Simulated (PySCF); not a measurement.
# Correlation energy of Rh³³⁺ (rhodium, charge +33)

[Ne] 3s2, closed-shell 1S. All numbers are calculated (PySCF 2.14, scalar relativity by spin-free X2C-1e, in an uncontracted even-tempered set (18 s from 5.3 bohr⁻², ratio 2.5; 12 p from 6.9 bohr⁻², ratio 2.5; 4 d from 26 bohr⁻², ratio 2.7; 4 f from 39 bohr⁻², ratio 2.7)). Frozen: 1s2; 10 electrons correlated; the 22 highest virtual orbitals of each spin left out.

| level | correlation energy (mhartree) |
| --- | --- |
| CCSD | -473.92 |
| (T) | -1.20 |
| CCSD(T) | -475.12 |

Diagnostics: T1 = 0.00033, D1 = 0.0010, largest double amplitude 0.067.

Cost of the coupled-cluster step: roughly 2.6 core-seconds, for 10 correlated electrons.

Iterations:

```
CC2 = 0
CCSD nocc = 5, nmo = 79
frozen orbitals [0, 80, 81, 82, 83, 84, 85, 86, 87, 88, 89, 90, 91, 92, 93, 94, 95, 96, 97, 98, 99, 100, 101]
max_cycle = 100
direct = 0
conv_tol = 1e-08
conv_tol_normt = 1e-06
diis_space = 8
diis_start_cycle = 0
Init t2, MP2 energy = -3912.62128185834  E_corr(MP2) -0.445332225307976
Init E_corr(CCSD) = -0.445332225307972
cycle = 1  E_corr(CCSD) = -0.46576027221347  dE = -0.0204280469  norm(t1,t2) = 0.0217764
cycle = 2  E_corr(CCSD) = -0.471496274296288  dE = -0.00573600208  norm(t1,t2) = 0.00655529
cycle = 3  E_corr(CCSD) = -0.473918778856021  dE = -0.00242250456  norm(t1,t2) = 0.00198714
cycle = 4  E_corr(CCSD) = -0.473918160556694  dE = 6.18299327e-07  norm(t1,t2) = 1.19079e-05
cycle = 5  E_corr(CCSD) = -0.473918472740205  dE = -3.12183511e-07  norm(t1,t2) = 1.87193e-07
cycle = 6  E_corr(CCSD) = -0.473918466560462  dE = 6.17974255e-09  norm(t1,t2) = 1.16444e-08
CCSD converged
E(CCSD) = -3912.64986809959  E_corr = -0.4739184665604622
CCSD(T) correction = -0.00120475867538206
```

At this charge the one-electron X2C treatment keeps the bare 1/r₁₂, with no two-electron picture change or Breit term. The effect here is smaller than on the frozen 1s shell; and a scalar Hamiltonian misses the large spin-orbit splitting of the p shells, which matters for ns² → np² pairs.
